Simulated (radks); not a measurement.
Valence configurations of Cl (all share [Ne]). All-electron calculation, non-relativistic Kohn-Sham, PBE, spin-polarised, spherical densities, point nucleus; open shells are filled with parallel spins first. Program: a radial shooting solver on a logarithmic mesh with Libxc functionals. Energies are relative to 3s2 3p5; eigenvalues in eV for spin up.

[
 {"valence": "3s2 3p5", "E (eV)": "0.000", "moment (Bohr magnetons)": "1", "e(3p)": "-9.011", "e(3s)": "-20.972"},
 {"valence": "3s1 3p6", "E (eV)": "11.885", "moment (Bohr magnetons)": "1", "e(3p)": "-9.628", "e(3s)": "-21.763"},
 {"valence": "3s1.5 3p5.5", "E (eV)": "5.939", "moment (Bohr magnetons)": "1", "e(3p)": "-9.319", "e(3s)": "-21.369"}
]

NIST lists [Ne] 3s2 3p5 as the ground configuration; this level of theory agrees among the configurations tried. The energies are those of spherical high-spin densities, not of single terms.
